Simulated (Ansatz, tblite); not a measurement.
Cost and result up the ladder for Al₂O₆H₆ (14 atoms). Total charge 0; singlet. Geometry: r2SCAN-D4/def2-SVP.

```xyz
14

Al    1.127   -0.215   -0.253
Al   -1.682    0.031   -0.026
O    -2.599   -1.350    0.397
O     2.100   -1.605   -0.161
O     1.703    1.398   -0.463
O     0.068    1.559    1.650
O    -0.379   -0.644   -1.201
O    -0.138    0.266    1.024
H     0.680    1.955    0.981
H     2.469    1.722   -0.939
H     2.930   -1.703    0.310
H    -0.497   -1.468   -1.691
H    -3.461   -1.355    0.820
H    -2.321    1.410   -0.447
```

Ansatz on 4 threads of Intel Xeon Platinum 8259CL on a shared host; xTB runs through tblite on one thread. Times are rough, summed over both states, and most runs start from the orbitals of an earlier one. PBE0-D4/def2-TZVP serves as the yardstick here, not as an exact answer. The other state is a triplet.

The xTB rows come from tblite. The structure holds one bond between oxygen atoms, so isomers without such links may lie far lower. The structure comes from a short search, and lower isomers may exist.

xTB has no spin-polarisation term.

```json
{"level": "r2SCAN-D4/def2-TZVP (with forces)", "functions": "296", "vertical triplet (eV)": "4.14", "difference from PBE0-D4/def2-TZVP (eV)": "-0.17"}
{"level": "GFN1-xTB", "functions": "54", "vertical triplet (eV)": "6.19", "difference from PBE0-D4/def2-TZVP (eV)": "1.88"}
{"level": "GFN2-xTB", "functions": "48", "vertical triplet (eV)": "5.89", "difference from PBE0-D4/def2-TZVP (eV)": "1.58"}
{"level": "PBE-D4/def2-TZVP", "functions": "296", "vertical triplet (eV)": "4.19", "difference from PBE0-D4/def2-TZVP (eV)": "-0.12"}
{"level": "PBE0-D4/def2-TZVP", "functions": "296", "vertical triplet (eV)": "4.31", "difference from PBE0-D4/def2-TZVP (eV)": "0.00"}
```

Q: Estimate how long each takes.

A: GFN1-xTB 0.045 s; GFN2-xTB 0.052 s; PBE-D4/def2-TZVP 13 s; r2SCAN-D4/def2-TZVP (with forces) 25 s; PBE0-D4/def2-TZVP 32 s. On shared hardware such times vary by a factor of up to 3.
